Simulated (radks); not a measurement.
The numbers below are computed, except where a source is named.
Removal energies from the strontium ion Sr7+, [Ar] 3d10 4s2 4p1, by Delta-SCF beside the eigenvalue of the level emptied. Code: a radial shooting solver on a logarithmic mesh with Libxc functionals. Model: scalar-relativistic Kohn-Sham, r2SCAN, spin-polarised, spherical densities, finite nucleus; meta-GGA in the generalised Kohn-Sham scheme; Fermi nuclear charge, rms radius of each element as measured or else 0.836 A^(1/3) + 0.57 fm. Open shells are filled with parallel spins first.

4p: final configuration [Ar] 3d10 4s2; Delta-SCF (eV) 120.48; -eigenvalue (eV) 112.91
4s: final configuration [Ar] 3d10 4s1 4p1; Delta-SCF (eV) 139.55; -eigenvalue (eV) 132.43
3d: final configuration [Ar] 3d9 4s2 4p1; Delta-SCF (eV) 254.66; -eigenvalue (eV) 236.07
3p: final configuration [Ne] 3s2 3p5 3d10 4s2 4p1; Delta-SCF (eV) 385.79; -eigenvalue (eV) 367.59
